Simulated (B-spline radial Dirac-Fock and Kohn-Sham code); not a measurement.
**Kohn-Sham estimates against Dirac-Fock for the levels of Yb³²⁺**

System: the Yb³²⁺ ion, configuration 1s2 2s2 2p6 3s2 3p6 3d10 4s2 4p6 4d2.

The density-functional columns are spherical, spin-unpolarised Dirac-Kohn-Sham results without Breit or QED terms: −ε is minus the orbital energy of the initial state and ΔSCF the difference of two total energies. The reference in the last column comes from ΔSCF Dirac-Fock with Breit, self-energy and vacuum polarisation, finite nucleus, configuration average. All numbers are from an atomic code on a B-spline grid, in eV; a selection of levels is shown. The Kohn-Sham columns are given as differences from the reference. For the 1s level of heavy atoms much of the gap between ΔSCF and the reference is the Breit and QED part, -291.3 eV here; for other levels the error of the functional can be larger.

```
level  LDA −ε − DF  LDA ΔSCF − DF  Dirac-Fock
    K       -262.2         +277.5     62612.8
   L1       -177.3          -58.8     11782.6
   L2       -133.9          +11.1     11267.0
   L3       -144.5          -14.5     10231.6
   M1        -99.0          -49.7      3655.2
   M2        -82.0          -30.3      3431.8
   M3        -80.5          -31.7      3203.5
   M4        -56.3           -1.1      2830.6
   M5        -57.4           -3.2      2781.8
   N1        -38.6          -12.9      1587.0
   N2        -24.4           +1.3      1486.0
   N3        -25.1           -0.5      1419.1
 N4,5        -22.1           +2.8      1265.3
```

Values without a named source are computed, but for edge energies of neutral atoms, which are taken from tables.
